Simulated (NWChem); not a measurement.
# CH5Cl2FSi2; SMILES F[SiH2]C[SiH](Cl)Cl

```xyz
11

Si     0.2325    -2.2613    -0.1139
F     -0.7038    -3.5716     0.1267
C     -0.8098    -0.7396     0.2211
Si    -0.1561     0.8425    -0.4967
Cl    -1.0441     2.4699     0.4034
Cl     1.8837     0.9279    -0.1616
H      1.3812    -2.3452     0.8243
H      0.6849    -2.2918    -1.5327
H     -1.8190    -0.9053    -0.1971
H     -0.9256    -0.6164     1.3113
H     -0.3771     0.9501    -1.9591
```
Atoms are numbered in this order, from 1.

Results from NWChem. Coordinates come from a PBE0/def2-SVP optimisation. Level: PBE0/def2-SVP with SMD (1 M gas to 1 M solution), gas-phase geometry. Reactions with the solvent are ignored.

For solvent toluene:

- solvation free energy (kcal/mol) = -4.4
- cavity-dispersion-structure term (kcal/mol) = -2.2
- dipole in solution (D) = 0.87

**Question.** How do the values read with solvent water instead?

**Answer.** solvation free energy (kcal/mol): -0.3
cavity-dispersion-structure term (kcal/mol): 3.7
dipole in solution (D): 1.05
